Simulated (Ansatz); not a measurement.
Basis sets compared for the cluster Al₂Cl₆ (the lowest singlet isomer of a short search). Total charge 0; singlet. Geometry r2SCAN-D4/def2-SVP. Ansatz on 4 threads of Arm Neoverse V1 on a shared host; times are rough, and most runs start from earlier orbitals.

| atom | x (Å) | y (Å) | z (Å) |
| --- | --- | --- | --- |
| Al1 | 0.855 | -1.332 | -0.282 |
| Al2 | -0.862 | 1.328 | 0.282 |
| Cl3 | 0.081 | -0.288 | 1.600 |
| Cl4 | -0.171 | 0.230 | -1.602 |
| Cl5 | -2.940 | 1.235 | 0.436 |
| Cl6 | 2.925 | -1.105 | -0.404 |
| Cl7 | -0.094 | -3.177 | -0.511 |
| Cl8 | 0.206 | 3.109 | 0.481 |

The structure comes from a short search, and lower isomers may exist.

Binding counts from free atoms (Al doublet, Cl doublet) in the same basis, without a counterpoise term.

| level | functions | energy (Eh) | HOMO (eV) | LUMO (eV) | binding per atom (eV) | wall time |
| --- | --- | --- | --- | --- | --- | --- |
| PBE-D4/def2-SVP | 144 | -3244.1167 | -7.90 | -1.75 | 3.58 | 2.1 s |
| PBE-D4/def2-TZVP (with forces) | 296 | -3245.2457 | -8.03 | -1.94 | 3.54 | 6 s |
| PBE0-D4/def2-SVP | 144 | -3244.4011 | -9.40 | -0.91 | 3.54 | 3.2 s |
| PBE0-D4/def2-TZVP | 296 | -3245.5172 | -9.46 | -1.07 | 3.52 | 15 s |

Estimate the rows for PBE-D4/def2-TZVPD, PBE0-D4/def2-TZVPD.


```json
{"level": "PBE-D4/def2-TZVPD", "functions": "362", "energy (Eh)": "-3245.2489", "HOMO (eV)": "-8.09", "LUMO (eV)": "-2.13", "binding per atom (eV)": "3.53", "wall time": "8.5 s"}
{"level": "PBE0-D4/def2-TZVPD", "functions": "362", "energy (Eh)": "-3245.5196", "HOMO (eV)": "-9.50", "LUMO (eV)": "-1.32", "binding per atom (eV)": "3.52", "wall time": "20 s"}
```
